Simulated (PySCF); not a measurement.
Ionisation energy of Pt²⁺ by level of theory

Pt²⁺ [Xe] 4f14 5d8 (3F) → Pt³⁺ [Xe] 4f14 5d7 (4F), as a difference of total energies. All numbers are calculated (PySCF 2.14, a scalar-relativistic core potential, in aug-cc-pVTZ-PP with ECP60MDF). Correlated levels: valence: 5s2 5p6 frozen. The calculations carry no spin-orbit coupling.

| method | ionisation energy (eV) |
| --- | --- |
| UHF | 29.098 |
| MP2 (valence) | 30.685 |
| SCS-MP2 (valence) | 30.717 |
| CCSD (valence) | 30.540 |
| CCSD(T) (valence) | 30.624 |

**Question.** How much does correlation contribute at CCSD(T) (valence)?

**Answer.** 30.624 − (29.098) = 1.526 eV, measured against UHF.

The reference lies between the lowest fine-structure levels, while these numbers refer to the centres of the terms.

Errors of the correlated levels include the incompleteness of this basis and the frozen core.

For comparison: 29 ± 1.6 eV (theoretical estimate listed by NIST; NIST Atomic Spectra Database, ionization energies).
